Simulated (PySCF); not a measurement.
A species of formula C2H9B2N has this rotational fingerprint, computed with PBE0-D3(BJ)/def2-SVP geometry optimisation, gas phase (PySCF 2.14.0):

```
Rotational constants : A = 7640, B = 3373, C = 2461 MHz
Dipole components    : |μa| = 2.01 D, |μb| = 0.32 D, |μc| = 0.03 D
Inertial defect      : -10.60 u·Å²
κ                    : -0.65
```

Task: Which structure is it? (One computed conformer of each.)
A. `[BH2:1][NH:2][BH:3][CH2:4][CH3:5]` with B1–N2–B3–C4 -179°, N2–B3–C4–C5 -1°
B. `[BH2:1][N:2]([BH2:3])[CH2:4][CH3:5]` with B1–N2–C4–C5 90°
C. `[BH2:1][B:2]([CH3:3])[NH:4][CH3:5]` with B1–B2–N4–C5 -179°
D. `BNB(C)C`

Result: C. It is BB(C)NC, an asymmetric top. The candidates at the same level (rigid rotor, commonest isotopes):

| SMILES | A (MHz) | B (MHz) | C (MHz) | μa (D) | μb (D) | μc (D) | Δ (u·Å²) | point group | rotor |
| --- | --- | --- | --- | --- | --- | --- | --- | --- | --- |
| BB(C)NC | 7640 | 3373 | 2461 | 2.01 | 0.32 | 0.03 | -10.60 | near Cs | asymmetric top |
| BN(B)CC | 7757 | 3949 | 3089 | 1.58 | 0.00 | 0.48 | -29.50 | Cs | asymmetric top |
| BNBCC | 12864 | 2569 | 2199 | 1.45 | 0.95 | 0.02 | -6.21 | – | near-prolate asymmetric top |
| BNB(C)C | 7236 | 3658 | 2504 | 1.04 | 0.93 | 0.01 | -6.22 | – | asymmetric top |

`BN(B)CC` has C 26 % too high; `BNBCC` has A 68 % too high; `BNB(C)C` has B 8 % too high. No structure here is proved a minimum.
